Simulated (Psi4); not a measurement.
H$_{2}$Te, septet, at the geometry of the source list (a higher spin typed on purpose: for a closed-shell molecule this is an excited state) (core potentials on Te).

Input for Psi4:
```
memory 2 GB

molecule {
0 7
  Te   -0.00170000    0.78910000    0.00000000
  H    -1.13910000   -0.39800000    0.00000000
  H     1.14080000   -0.39100000    0.00000000
}

set basis def2-svp
set reference rohf

energy('scf')
print_variables()
```

### Question
What does this run give for the nuclear repulsion energy, total energy, number of basis functions?

### Answer

```
Property                            Value
-------------------------  --------------
nuclear repulsion energy       15.6892 Eh
total energy               -267.319112 Ha
number of basis functions              36
```

These values belong to the state on which the SCF converged, which isn't shown to be the lowest.
